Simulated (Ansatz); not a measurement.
`B[Si](O)(F)Cl`, relaxed with RKS PBE0-D4/def2-TZVP in the Gaussian-basis code of Ansatz from a PBE-D4/def2-SVP geometry. The force threshold is 0.005 eV/Å; the program also tests the step.

Total charge 0; spin multiplicity 1.

Start:

```xyz
8

B    -1.085   -0.830    0.351
Si    0.548    0.054   -0.390
O     0.521    1.664    0.060
F     1.903   -0.667    0.187
Cl    0.679    0.065   -2.448
H    -1.147   -1.012    1.552
H    -2.055   -1.101   -0.326
H     0.636    1.828    1.014
```

```json
{"step": "1", "energy (eV)": "-25882.8171", "largest force (eV/Å)": "1.150", "largest move (Å)": "0.000"}
{"step": "2", "energy (eV)": "-25882.8769", "largest force (eV/Å)": "0.839", "largest move (Å)": "0.036"}
{"step": "3", "energy (eV)": "-25882.8961", "largest force (eV/Å)": "0.128", "largest move (Å)": "0.037"}
{"step": "4", "energy (eV)": "-25882.8981", "largest force (eV/Å)": "0.096", "largest move (Å)": "0.022"}
{"step": "5", "energy (eV)": "-25882.8991", "largest force (eV/Å)": "0.065", "largest move (Å)": "0.010"}
{"step": "6", "energy (eV)": "-25882.8997", "largest force (eV/Å)": "0.052", "largest move (Å)": "0.016"}
{"step": "7", "energy (eV)": "-25882.9002", "largest force (eV/Å)": "0.036", "largest move (Å)": "0.023"}
{"step": "8", "energy (eV)": "-25882.9003", "largest force (eV/Å)": "0.010", "largest move (Å)": "0.006"}
{"step": "9", "energy (eV)": "-25882.9003", "largest force (eV/Å)": "0.012", "largest move (Å)": "0.006"}
{"step": "10", "energy (eV)": "-25882.9004", "largest force (eV/Å)": "0.013", "largest move (Å)": "0.005"}
{"step": "11", "energy (eV)": "-25882.9005", "largest force (eV/Å)": "0.024", "largest move (Å)": "0.017"}
{"step": "13", "energy (eV)": "-25882.9007", "largest force (eV/Å)": "0.053", "largest move (Å)": "0.021"}
{"step": "15", "energy (eV)": "-25882.9011", "largest force (eV/Å)": "0.035", "largest move (Å)": "0.022"}
{"step": "17", "energy (eV)": "-25882.9025", "largest force (eV/Å)": "0.121", "largest move (Å)": "0.043"}
{"step": "19", "energy (eV)": "-25882.9094", "largest force (eV/Å)": "0.176", "largest move (Å)": "0.076"}
{"step": "21", "energy (eV)": "-25882.9166", "largest force (eV/Å)": "0.155", "largest move (Å)": "0.074"}
{"step": "23 (rejected)", "energy (eV)": "-25882.9266", "largest force (eV/Å)": "1.219", "largest move (Å)": "0.146"}
{"step": "25", "energy (eV)": "-25882.9444", "largest force (eV/Å)": "0.469", "largest move (Å)": "0.073"}
{"step": "27", "energy (eV)": "-25882.9625", "largest force (eV/Å)": "0.846", "largest move (Å)": "0.168"}
{"step": "29", "energy (eV)": "-25882.9924", "largest force (eV/Å)": "0.164", "largest move (Å)": "0.200"}
{"step": "31 (rejected)", "energy (eV)": "-25882.9918", "largest force (eV/Å)": "0.332", "largest move (Å)": "0.111"}
{"step": "33", "energy (eV)": "-25882.9994", "largest force (eV/Å)": "0.067", "largest move (Å)": "0.048"}
{"step": "35", "energy (eV)": "-25882.9997", "largest force (eV/Å)": "0.028", "largest move (Å)": "0.006"}
{"step": "37", "energy (eV)": "-25882.9999", "largest force (eV/Å)": "0.010", "largest move (Å)": "0.007"}
{"step": "38", "energy (eV)": "-25882.9999", "largest force (eV/Å)": "0.002", "largest move (Å)": "0.002"}
```

End:

```xyz
8

B    -1.155   -0.935    0.340
Si    0.490    0.109   -0.081
O     0.321    1.689    0.252
F     1.816   -0.423    0.627
Cl    0.785   -0.203   -2.095
H    -1.084   -2.083    0.656
H    -2.230   -0.440    0.200
H     1.057    2.286    0.101
```

Hardware: 2 threads of an Arm Neoverse V2 on a shared host. Wall time 3.1 min, peak host memory 0.47 GiB.
